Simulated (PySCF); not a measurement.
**Basis and Hamiltonian dependence of the excitation energy of O⁺**

O⁺ [He] 2s2 2p3 (4S) → O⁺ [He] 2s2 2p2 3s1 (4P). Calculated with PySCF 2.14 from differences of total energies of unrestricted determinants, without spin-orbit coupling. Values in eV.

```json
{"basis": "aug-cc-pVDZ-DK", "Hamiltonian": "spin-free X2C", "functions": "23", "UHF": "22.792", "PBE": "23.003", "PBE0": "23.103", "MP2 (valence)": "22.987", "CCSD(T) (valence)": "22.771", "CCSD(T) (valence and next inner shell)": "n/a"}
{"basis": "aug-cc-pwCVDZ", "Hamiltonian": "non-relativistic", "functions": "27", "UHF": "22.760", "PBE": "22.936", "PBE0": "23.045", "MP2 (valence)": "22.966", "CCSD(T) (valence)": "22.746", "CCSD(T) (valence and next inner shell)": "n/a"}
{"basis": "def2-TZVPPD", "Hamiltonian": "non-relativistic", "functions": "40", "UHF": "22.774", "PBE": "22.930", "PBE0": "23.054", "MP2 (valence)": "23.144", "CCSD(T) (valence)": "22.926", "CCSD(T) (valence and next inner shell)": "22.944"}
{"basis": "dyall-av2z", "Hamiltonian": "non-relativistic", "functions": "42", "UHF": "22.792", "PBE": "22.948", "PBE0": "23.069", "MP2 (valence)": "23.035", "CCSD(T) (valence)": "22.813", "CCSD(T) (valence and next inner shell)": "n/a"}
{"basis": "aug-cc-pVTZ", "Hamiltonian": "non-relativistic", "functions": "46", "UHF": "22.791", "PBE": "22.945", "PBE0": "23.067", "MP2 (valence)": "23.166", "CCSD(T) (valence)": "22.951", "CCSD(T) (valence and next inner shell)": "n/a"}
{"basis": "aug-cc-pwCVTZ", "Hamiltonian": "non-relativistic", "functions": "59", "UHF": "22.758", "PBE": "22.921", "PBE0": "23.041", "MP2 (valence)": "23.134", "CCSD(T) (valence)": "22.917", "CCSD(T) (valence and next inner shell)": "22.959"}
{"basis": "aug-cc-pCVTZ-DK", "Hamiltonian": "spin-free X2C", "functions": "59", "UHF": "22.745", "PBE": "22.909", "PBE0": "23.029", "MP2 (valence)": "23.119", "CCSD(T) (valence)": "22.904", "CCSD(T) (valence and next inner shell)": "22.943"}
{"basis": "x2c-QZVPPall with one added diffuse shell each of s, p, d, f type", "Hamiltonian": "spin-free X2C", "functions": "73", "UHF": "22.773", "PBE": "22.924", "PBE0": "23.047", "MP2 (valence)": "23.180", "CCSD(T) (valence)": "22.959", "CCSD(T) (valence and next inner shell)": "22.991"}
{"basis": "dyall-acv3z", "Hamiltonian": "non-relativistic", "functions": "76", "UHF": "22.754", "PBE": "22.923", "PBE0": "23.044", "MP2 (valence)": "23.127", "CCSD(T) (valence)": "22.911", "CCSD(T) (valence and next inner shell)": "22.940"}
{"basis": "dyall-acv3z", "Hamiltonian": "spin-free X2C", "functions": "76", "UHF": "22.737", "PBE": "22.908", "PBE0": "23.028", "MP2 (valence)": "23.111", "CCSD(T) (valence)": "22.896", "CCSD(T) (valence and next inner shell)": "22.925"}
{"basis": "aug-cc-pVQZ", "Hamiltonian": "non-relativistic", "functions": "80", "UHF": "22.759", "PBE": "22.923", "PBE0": "23.045", "MP2 (valence)": "23.170", "CCSD(T) (valence)": "22.949", "CCSD(T) (valence and next inner shell)": "n/a"}
{"basis": "aug-cc-pwCVQZ", "Hamiltonian": "non-relativistic", "functions": "109", "UHF": "22.758", "PBE": "22.924", "PBE0": "23.045", "MP2 (valence)": "23.173", "CCSD(T) (valence)": "n/a", "CCSD(T) (valence and next inner shell)": "n/a"}
```

Frozen in the all-electron rows: valence: 1s2; valence and next inner shell: nothing.

Reference for a calculation without spin-orbit coupling: 22.987 eV (measured, between term centres; NIST).
